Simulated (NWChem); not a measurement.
System: GaH2Cl; SMILES [Cl][GaH2]

NWChem input:

```
start job
memory heap 200 mb stack 900 mb global 1100 mb
geometry units angstroms noautoz
  Ga     0.000000     0.000000     0.776400
  H      0.000000    -1.422259     1.429067
  H      0.000000     1.422259     1.429067
  Cl     0.000000     0.000000    -1.401656
end
basis spherical
  * library def2-svp
end
dft
  xc r2scan
  grid xcoarse
  iterations 150
  mulliken
end
task dft gradient
```

Excerpt of the output:

```
             Northwest Computational Chemistry Package (NWChem) 7.3.0
             --------------------------------------------------------

 C2V symmetry detected

                             Geometry "geometry" -> ""
                             -------------------------

 Output coordinates in angstroms (scale by  1.889725989 to convert to a.u.)

  No.       Tag          Charge          X              Y              Z
 ---- ---------------- ---------- -------------- -------------- --------------
    1 Ga                  31.0000     0.00000000     0.00000000     0.71443236
    2 H                    1.0000     0.00000000    -1.42225900     1.36709936
    3 H                    1.0000     0.00000000     1.42225900     1.36709936
    4 Cl                  17.0000     0.00000000     0.00000000    -1.46362364

 Effective nuclear repulsion energy (a.u.)     154.8706399503

      Symmetry information
      --------------------

 Group name             C2v
 Group number             16
 Group order               4
 No. of unique centers     3

                                 NWChem DFT Module
                                 -----------------

 Summary of "ao basis" -> "ao basis" (spherical)
 ------------------------------------------------------------------------------
       Tag                 Description            Shells   Functions and Types
 ---------------- ------------------------------  ------  ---------------------
 Ga                         def2-svp                12       32   5s4p3d
 H                          def2-svp                 3        5   2s1p
 Cl                         def2-svp                 8       18   4s3p1d

      Symmetry analysis of basis
      --------------------------

        a1         28
        a2          5
        b1         12
        b2         15

            General Information
            -------------------
          SCF calculation type: DFT
          Wavefunction type:  closed shell.
          No. of atoms     :     4
          No. of electrons :    50
           Alpha electrons :    25
            Beta electrons :    25
          Charge           :     0
          Spin multiplicity:     1
          Use of symmetry is: on ; symmetry adaption is: on
          Maximum number of iterations: 150
          AO basis - number of functions:    60
                     number of shells:    26
          Convergence on energy requested:  1.00D-06
          Convergence on density requested:  1.00D-05
          Convergence on gradient requested:  5.00D-04

              XC Information
              --------------
                      r^2SCAN Method XC Functional
               r^2SCAN metaGGA Exchange Functional  1.000
                     r^2SCAN Correlation Potential  1.000

             Grid Information
             ----------------
          Grid used for XC integration:  xcoarse
          Radial quadrature: Mura-Knowles
          Angular quadrature: Lebedev.
          Tag              B.-S. Rad. Rad. Pts. Rad. Cut. Ang. Pts.
          ---              ---------- --------- --------- ---------
          Ga                  1.30       75           7.0       194
          H                   0.35       21           8.0       194
          Cl                  1.00       42           8.0       194
          Grid pruning is: on
          Number of quadrature shells:   138
          Spatial weights used:  Erf1

      Superposition of Atomic Density Guess
      -------------------------------------

 Sum of atomic energies:       -2383.29793827

      Non-variational initial energy
      ------------------------------

 Total energy =   -2383.516330
 1-e energy   =   -3629.366546
 2-e energy   =    1090.979576
 HOMO         =      -0.348779
 LUMO         =      -0.000465

      Symmetry analysis of molecular orbitals - initial
      -------------------------------------------------

  Numbering of irreducible representations:

     1 a1          2 a2          3 b1          4 b2

  Orbital symmetries:

     1 a1          2 a1          3 a1          4 b2          5 a1
     6 b1          7 a1          8 a1          9 b2         10 b1
    11 a1         12 b2         13 a1         14 b1         15 a1
    16 b2         17 a1         18 a2         19 b1         20 a1
    21 a1         22 b2         23 b1         24 a1         25 b2
    26 b1         27 a1         28 a1         29 a1         30 b2
    31 b2         32 a1         33 b1         34 a2         35 b1

     ---------------------------------------------
      Total Density - Mulliken Population Analysis
     ---------------------------------------------

    Atom       Charge   Shell Charges
 -----------   ------   -------------------------------------------------------
    1 Ga  31    30.12   2.00  2.00  2.00  0.96  0.22  6.00  5.98  0.59  0.33  8.09  1.83  0.13
    2 H    1     1.16   0.68  0.48  0.01
    3 H    1     1.16   0.68  0.48  0.01
    4 Cl  17    17.55   2.00  1.99  1.23  0.72  5.94  2.20  3.46  0.01

   convergence    iter        energy       DeltaE   RMS-Dens  Diis-err
 ---------------- ----- ----------------- --------- --------- ---------
 d= 0,ls=0.0,diis     1  -2385.8250430556 -2.54D+03  1.84D-02  2.41D-01
 d= 0,ls=0.0,diis     2  -2385.8031818276  2.19D-02  1.16D-02  3.33D-01
 d= 0,ls=0.0,diis     3  -2385.8604179385 -5.72D-02  2.28D-03  2.87D-02
 d= 0,ls=0.0,diis     4  -2385.8637457568 -3.33D-03  3.88D-04  4.80D-03
 d= 0,ls=0.0,diis     5  -2385.8639917954 -2.46D-04  2.05D-04  1.74D-04
  Resetting Diis
 d= 0,ls=0.0,diis     6  -2385.8640057068 -1.39D-05  3.84D-05  6.07D-06
 d= 0,ls=0.0,diis     7  -2385.8640065381 -8.31D-07  1.75D-05  2.74D-07
 d= 0,ls=0.0,diis     8  -2385.8640065220  1.62D-08  1.04D-05  4.46D-07
 d= 0,ls=0.0,diis     9  -2385.8640065853 -6.33D-08  1.36D-06  1.41D-08

         Total DFT energy =    -2385.864006585270
      One electron energy =    -3628.680424840154
           Coulomb energy =     1191.960730487070
    Exchange-Corr. energy =     -104.014952182453
 Nuclear repulsion energy =      154.870639950267

 Numeric. integr. density =       49.998981005260

                  Occupations of the irreducible representations
                  ----------------------------------------------

                     irrep           alpha         beta
                     --------     --------     --------
                     a1               13.0         13.0
                     a2                1.0          1.0
                     b1                5.0          5.0
                     b2                6.0          6.0

                       DFT Final Molecular Orbital Analysis
                       ------------------------------------

 Vector   23  Occ=2.000000D+00  E=-3.221740D-01  Symmetry=b2
              MO Center= -3.5D-16, -3.6D-14,  4.5D-01, r^2= 3.4D+00
   Bfn.  Coefficient  Atom+Function         Bfn.  Coefficient  Atom+Function
  ----- ------------  ---------------      ----- ------------  ---------------
    13      0.297593  1 Ga py                54      0.298725  4 Cl py
    33     -0.269966  2 H  s                 38      0.269966  3 H  s
    51      0.231001  4 Cl py                10     -0.169304  1 Ga py
    16      0.149725  1 Ga py                34     -0.139265  2 H  s
    39      0.139265  3 H  s                 48      0.135508  4 Cl py

 Vector   24  Occ=2.000000D+00  E=-2.931941D-01  Symmetry=b1
              MO Center= -8.4D-16, -4.7D-16, -1.3D+00, r^2= 1.4D+00
   Bfn.  Coefficient  Atom+Function         Bfn.  Coefficient  Atom+Function
  ----- ------------  ---------------      ----- ------------  ---------------
    53      0.618993  4 Cl px                50      0.454507  4 Cl px
    47      0.266801  4 Cl px                12      0.107336  1 Ga px
    15      0.100761  1 Ga px                 9     -0.057250  1 Ga px
    21     -0.052167  1 Ga d  1              31      0.042340  1 Ga d  1

 Vector   25  Occ=2.000000D+00  E=-2.690469D-01  Symmetry=b2
              MO Center= -2.5D-16, -1.5D-15, -6.6D-01, r^2= 3.1D+00
   Bfn.  Coefficient  Atom+Function         Bfn.  Coefficient  Atom+Function
  ----- ------------  ---------------      ----- ------------  ---------------
    54      0.558775  4 Cl py                51      0.409080  4 Cl py
    48      0.238677  4 Cl py                34      0.201484  2 H  s
    39     -0.201484  3 H  s                 33      0.188352  2 H  s
    38     -0.188352  3 H  s                 13     -0.133719  1 Ga py
    19      0.103313  1 Ga d -1              10      0.078634  1 Ga py

 Vector   26  Occ=0.000000D+00  E=-8.387910D-02  Symmetry=b1
              MO Center= -4.0D-15, -1.1D-16,  6.6D-01, r^2= 3.4D+00
   Bfn.  Coefficient  Atom+Function         Bfn.  Coefficient  Atom+Function
  ----- ------------  ---------------      ----- ------------  ---------------
    15      0.616471  1 Ga px                12      0.519480  1 Ga px
    53     -0.262144  4 Cl px                 9     -0.240767  1 Ga px
    50     -0.151472  4 Cl px                47     -0.086751  4 Cl px
     6      0.077500  1 Ga px                59     -0.039675  4 Cl d  1

 Vector   27  Occ=0.000000D+00  E=-1.480216D-02  Symmetry=a1
              MO Center= -7.5D-14, -4.6D-16,  4.6D-01, r^2= 3.8D+00
   Bfn.  Coefficient  Atom+Function         Bfn.  Coefficient  Atom+Function
  ----- ------------  ---------------      ----- ------------  ---------------
     4      0.953183  1 Ga s                  5      0.600831  1 Ga s
    34     -0.549924  2 H  s                 39     -0.549924  3 H  s
    55     -0.448994  4 Cl pz                 3     -0.367292  1 Ga s
    46     -0.337399  4 Cl s                 17     -0.271920  1 Ga pz
    33     -0.227600  2 H  s                 38     -0.227600  3 H  s

 Vector   28  Occ=0.000000D+00  E= 3.241850D-02  Symmetry=a1
              MO Center=  8.1D-14, -1.7D-14,  1.3D+00, r^2= 4.1D+00
   Bfn.  Coefficient  Atom+Function         Bfn.  Coefficient  Atom+Function
  ----- ------------  ---------------      ----- ------------  ---------------
    17      1.088416  1 Ga pz                34     -0.685023  2 H  s
    39     -0.685023  3 H  s                  5      0.435176  1 Ga s
    46      0.406450  4 Cl s                  4      0.382398  1 Ga s
    14      0.334578  1 Ga pz                55      0.215674  4 Cl pz
    33     -0.159580  2 H  s                 38     -0.159580  3 H  s

     ---------------------------------------------
      Total Density - Mulliken Population Analysis
     ---------------------------------------------

    Atom       Charge   Shell Charges
 -----------   ------   -------------------------------------------------------
    1 Ga  31    30.53   2.00  2.00  2.00  1.13  0.08  6.00  5.98  0.90  0.36  8.03  1.82  0.24
    2 H    1     1.10   0.69  0.40  0.01
    3 H    1     1.10   0.69  0.40  0.01
    4 Cl  17    17.28   2.00  1.99  1.24  0.72  5.93  2.13  3.26  0.01

     -------------------------------------------
      Total Density - Lowdin Population Analysis
     -------------------------------------------

    Atom       Charge   Shell Charges
 -----------   ------   -------------------------------------------------------
    1 Ga  31    30.85   2.00  2.00  1.95  0.77  0.33  5.99  5.84  1.02  0.67  7.77  2.02  0.50
    2 H    1     1.08   0.60  0.46  0.02
    3 H    1     1.08   0.60  0.46  0.02
    4 Cl  17    17.00   2.00  1.96  1.03  0.78  5.82  2.24  3.16  0.01

     Multipole analysis of the density
     ---------------------------------

     L   x y z        total         alpha         beta         nuclear
     -   - - -        -----         -----         ----         -------
     0   0 0 0     -0.000000    -25.000000    -25.000000     50.000000

     1   1 0 0     -0.000000     -0.000000     -0.000000      0.000000
     1   0 1 0      0.000000      0.000000      0.000000      0.000000
     1   0 0 1      0.775493      0.387746      0.387746     -0.000000

     2   2 0 0    -20.471112    -10.235556    -10.235556      0.000000
     2   1 1 0      0.000000      0.000000      0.000000      0.000000
     2   1 0 1     -0.000000     -0.000000     -0.000000      0.000000
     2   0 2 0    -23.626148    -19.036697    -19.036697     14.447245
     2   0 1 1     -0.000000     -0.000000     -0.000000      0.000000
     2   0 0 2    -23.767745   -111.834469   -111.834469    199.901194

            General Information
            -------------------
          SCF calculation type: DFT
          Wavefunction type:  closed shell.
          No. of atoms     :     4
          No. of electrons :    50
           Alpha electrons :    25
            Beta electrons :    25
          Charge           :     0
          Spin multiplicity:     1
          Use of symmetry is: on ; symmetry adaption is: on
          Maximum number of iterations: 150
          AO basis - number of functions:    60
                     number of shells:    26
          Convergence on energy requested:  1.00D-06
          Convergence on density requested:  1.00D-05
          Convergence on gradient requested:  5.00D-04

              XC Information
              --------------
                      r^2SCAN Method XC Functional
               r^2SCAN metaGGA Exchange Functional  1.000
                     r^2SCAN Correlation Potential  1.000

             Grid Information
             ----------------
          Grid used for XC integration:  xcoarse
          Radial quadrature: Mura-Knowles
          Angular quadrature: Lebedev.
          Tag              B.-S. Rad. Rad. Pts. Rad. Cut. Ang. Pts.
          ---              ---------- --------- --------- ---------
          Ga                  1.30       75           7.0       194
          H                   0.35       21           8.0       194
          Cl                  1.00       42           8.0       194
          Grid pruning is: on
          Number of quadrature shells:   138
          Spatial weights used:  Erf1

          Convergence Information
          -----------------------
          Convergence aids based upon iterative change in
          total energy or number of iterations.
          Levelshifting, if invoked, occurs when the
          HOMO/LUMO gap drops below (HL_TOL):  1.00D-02
          DIIS, if invoked, will attempt to extrapolate
          using up to (NFOCK): 10 stored Fock matrices.

                    Damping( 0%)  Levelshifting(0.5)       DIIS
                  --------------- ------------------- ---------------
          dE  on:    start            ASAP                start
          dE off:    2 iters        150 iters           150 iters

                            NWChem DFT Gradient Module
                            --------------------------

  charge          =   0.00
  wavefunction    = closed shell

  Using symmetry

                         DFT ENERGY GRADIENTS

    atom               coordinates                        gradient
                 x          y          z           x          y          z
   1 Ga      0.000000   0.000000   1.350081    0.000000   0.000000   0.012990
   2 H       0.000000  -2.687680   2.583443    0.000000   0.007576  -0.003414
   3 H       0.000000   2.687680   2.583443    0.000000  -0.007576  -0.003414
   4 Cl      0.000000   0.000000  -2.765848    0.000000   0.000000  -0.006163
```

Level: r2SCAN/def2-SVP. Structure relaxed at the B3LYP/6-31G* (spherical d) level.
